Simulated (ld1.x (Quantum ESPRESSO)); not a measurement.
**Logarithmic derivatives: niobium, PAW**

- Element: niobium
- Generator: ld1.x (Quantum ESPRESSO) 7.5
- Type: PAW
- Functional: LDA (PZ)
- Relativity: scalar-relativistic
- Frozen core: [Kr]
- Valence charge: 5
- Reference configuration: 4d4 5s1 5p0
- Partial waves: 5s (bound): rcut 2.45, rcutus 3.10 bohr; 5s channel at 2.1 Ry: rcut 2.45, rcutus 3.10 bohr; 5p (bound, empty): rcut 2.90, rcutus 3.65 bohr; 5p channel at 0.3 Ry: rcut 2.90, rcutus 3.65 bohr; 4d (bound): rcut 2.50, rcutus 3.00 bohr; 4d channel at 0.45 Ry: rcut 2.50, rcutus 3.00 bohr
- Local potential: all-electron potential smoothed inside 3.10 bohr (lloc = -1)
- Core correction: Bessel-smoothed model core inside 1.55 bohr
- Augmentation charge: PSQ, inside the norm-conserving radii

The phase is arctan(r·u′/u) with u = r·R(r), unwrapped; energies in Ry, scanned from -2 to 5 Ry. A pole is an energy at which the radial function vanishes at the test radius. The pseudo phase is shifted by a multiple of π to meet the all-electron one at the reference energy, and phase errors are pseudo minus all-electron; the curves can meet again beyond the range given. Levels narrower than the energy grid can be missing from the lists of poles.

```
channel  radius (bohr)  reference energy (Ry)  poles, all-electron     poles, pseudo  unbroken range about the reference energy with phases within 0.05 rad  phase error 1 Ry above the reference energy (rad)
      s           3.93                  -0.31           0.30, 3.92  0.30, 3.84, 4.30                                                              below 4.1                                             -0.000
      p           3.93                  -0.09           0.94, 4.72        0.93, 3.01                                                              below 1.9                                             -0.001
      d           3.93                  -0.24          -0.12, 2.23       -0.12, 2.23                                                        the whole range                                             -0.000
```

Phases in the d channel:

| E (Ry) | all-electron | pseudo |
| --- | --- | --- |
| -2.00 | 1.390 | 1.390 |
| -1.76 | 1.377 | 1.377 |
| -1.52 | 1.362 | 1.362 |
| -1.28 | 1.341 | 1.341 |
| -1.04 | 1.313 | 1.313 |
| -0.80 | 1.266 | 1.266 |
| -0.56 | 1.164 | 1.164 |
| -0.32 | 0.353 | 0.353 |
| -0.08 | -1.640 | -1.640 |
| 0.16 | -1.830 | -1.830 |
| 0.40 | -1.990 | -1.990 |
| 0.64 | -2.299 | -2.299 |
| 0.88 | -3.182 | -3.182 |
| 1.12 | -4.106 | -4.106 |
| 1.36 | -4.422 | -4.423 |
| 1.60 | -4.557 | -4.558 |
| 1.84 | -4.633 | -4.634 |
| 2.08 | -4.686 | -4.686 |
| 2.32 | -4.727 | -4.728 |
| 2.56 | -4.765 | -4.766 |
| 2.80 | -4.803 | -4.804 |
| 3.04 | -4.849 | -4.850 |
| 3.28 | -4.912 | -4.914 |
| 3.52 | -5.020 | -5.022 |
| 3.76 | -5.275 | -5.275 |
| 4.00 | -6.189 | -6.154 |
| 4.24 | -7.247 | -7.220 |
| 4.48 | -7.545 | -7.529 |
| 4.72 | -7.661 | -7.650 |
| 4.96 | -7.723 | -7.714 |
